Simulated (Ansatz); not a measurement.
Reaction (substitution at a C–F bond): `N=C(F)C=O` + HBr → `N=C(Br)C=O` + H–F

Gas-phase electronic energies from Ansatz, PBE0-D4/def2-TZVP geometries. CBS: MP2 limit from def2 TZ/QZ plus the TZ coupled-cluster correction, frozen cores. This one scheme is used for every species. DFT in def2-TZVPP. B3LYP here is the variant with VWN-RPA as its local correlation; programs differ in this. For Br outer-core shells are correlated without core-valence functions, which leaves a few kJ/mol of doubt a bond. Scalar relativity is left out up to krypton. One conformer a species, not always the lowest.

`N=C(F)C=O`:

```xyz
7

N     0.042    1.337    0.440
C     0.211    0.283   -0.208
F     0.929    0.177   -1.322
C    -0.415   -1.004    0.242
O    -0.283   -2.037   -0.344
H     0.522    2.134    0.024
H    -1.006   -0.890    1.168
```

HBr:

Z-matrix (Å, degrees):
```
Br
H 1 1.420
```

`N=C(Br)C=O`:

Cartesian coordinates in Å:
```
N 1.156 0.225 0.786
C 0.203 -0.277 0.152
Br -0.180 -2.135 -0.031
C -0.759 0.647 -0.551
O -1.702 0.288 -1.185
H 1.764 -0.457 1.234
H -0.481 1.708 -0.406
```

H–F:

Z-matrix (Å, degrees):
```
F
H 1 0.920
```

```
             level  ΔE (kJ/mol)
            PBE-D4         -8.7
          B3LYP-D4         -3.8
   CCSD/def2-TZVPP         -3.0
CCSD(T)/def2-TZVPP         -8.3
```

Task: What does CCSD(T)/CBS give? (An estimate is asked.)

Result: Computed: -13.9 kJ/mol. The listed levels differ from it by 5.2, 10.1, 10.9, 5.6 kJ/mol.

Largest T1 diagnostic among the species: 0.015.

From BLYP to BHLYP (50 % exact exchange), in def2-TZVPP and without D4, ΔE moves by +8.3 kJ/mol. At CCSD(T), def2-SVP lies +33.4 kJ/mol from the extrapolated value and def2-TZVPP +5.6 kJ/mol.
